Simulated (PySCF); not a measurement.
**Indirect couplings**

Molfile (atoms numbered from 1):
```
C6H11B
     RDKit          3D

 18 19  0  0  0  0  0  0  0  0999 V2000
   -0.3905   -1.0075   -0.0871 B   0  0  0  0  0  0  0  0  0  0  0  0
    0.0920    0.0047   -1.0904 C   0  0  1  0  0  0  0  0  0  0  0  0
    1.2255   -0.3118   -2.0776 C   0  0  0  0  0  0  0  0  0  0  0  0
    2.2970   -0.0582   -0.9994 C   0  0  0  0  0  0  0  0  0  0  0  0
    1.2506    0.2983    0.0695 C   0  0  1  0  0  0  0  0  0  0  0  0
    0.7433    1.7492    0.0967 C   0  0  0  0  0  0  0  0  0  0  0  0
   -0.3058    1.4863   -1.0013 C   0  0  0  0  0  0  0  0  0  0  0  0
   -1.1663   -0.6716    0.7814 H   0  0  0  0  0  0  0  0  0  0  0  0
    0.0710   -2.1285   -0.0916 H   0  0  0  0  0  0  0  0  0  0  0  0
    1.2044   -1.3426   -2.4573 H   0  0  0  0  0  0  0  0  0  0  0  0
    1.2617    0.3720   -2.9382 H   0  0  0  0  0  0  0  0  0  0  0  0
    3.0054    0.7594   -1.2068 H   0  0  0  0  0  0  0  0  0  0  0  0
    2.8780   -0.9538   -0.7374 H   0  0  0  0  0  0  0  0  0  0  0  0
    1.3423   -0.2129    1.0411 H   0  0  0  0  0  0  0  0  0  0  0  0
    0.3034    2.0202    1.0666 H   0  0  0  0  0  0  0  0  0  0  0  0
    1.5208    2.4913   -0.1448 H   0  0  0  0  0  0  0  0  0  0  0  0
   -1.3446    1.6475   -0.6825 H   0  0  0  0  0  0  0  0  0  0  0  0
   -0.1434    2.0393   -1.9381 H   0  0  0  0  0  0  0  0  0  0  0  0
  2  1  1  1
  2  3  1  0
  3  4  1  0
  4  5  1  0
  5  6  1  0
  6  7  1  0
  5  2  1  0
  7  2  1  0
  1  8  1  0
  1  9  1  0
  3 10  1  0
  3 11  1  0
  4 12  1  0
  4 13  1  0
  5 14  1  1
  6 15  1  0
  6 16  1  0
  7 17  1  0
  7 18  1  0
M  END
```

Indirect spin–spin couplings were computed at B3LYP/pcJ-1 (spin–dipole term only in couplings to heteroatoms) (PySCF 2.14.0 with density-fitted response routines) on a PBE0-D3(BJ)/def2-SVP structure, for the isolated molecule, without vibrational or relativistic corrections. Couplings are averaged over pairs made equivalent by symmetry, fast rotation or ring inversion, so a value needn't be that of the named pair in this geometry, while other rotamers aren't included; one pair stands for each set, and the list holds a selection of those of at least 1.5 Hz over up to four bonds.

Isotopes: ¹³C, ¹H, ¹¹B.

| pair | bonds | J (Hz) |
| --- | --- | --- |
| B1, C2 | 1 | 60.7 |
| B1, H8 | 1 | 138.5 |
| C2, C3 | 1 | ? |
| C2, C5 | 1 | 6.3 |
| C3, C4 | 1 | ? |
| C3, H10 | 1 | 144.6 |
| C3, H11 | 1 | 140.0 |
| C4, C5 | 1 | ? |
| C4, H12 | 1 | 139.3 |
| C4, H13 | 1 | 142.0 |
| C5, H14 | 1 | 153.1 |
| B1, C3 | 2 | ? |
| C2, C4 | 2 | -5.3 |
| C2, H8 | 2 | 4.3 |
| C2, H11 | 2 | ? |
| C3, H13 | 2 | ? |
| C4, C6 | 2 | -2.6 |
| C4, H10 | 2 | ? |
| C4, H11 | 2 | -3.6 |
| H10, H11 | 2 | ? |
| H12, H13 | 2 | -14.4 |
| B1, H11 | 3 | 4.6 |
| C2, H12 | 3 | 3.5 |
| C4, H15 | 3 | 7.2 |
| C4, H16 | 3 | 8.0 |
| H11, H12 | 3 | 11.5 |

Task: Estimate the withheld couplings, with signs.

Result: 
- ¹J(C2,C3) = 34.9 Hz (bond length 1.536 Å)
- ¹J(C3,C4) = 31.1 Hz (bond length 1.541 Å)
- ¹J(C4,C5) = 33.0 Hz (bond length 1.538 Å)
- ²J(B1,C3) = 3.2 Hz (angle at C2 122°)
- ²J(C2,H11) = -3.7 Hz (angle at C3 114°)
- ²J(C3,H13) = -3.9 Hz (angle at C4 114°)
- ²J(C4,H10) = -3.7 Hz (angle at C3 114°)
- ²J(H10,H11) = -13.3 Hz (angle at C3 108°)
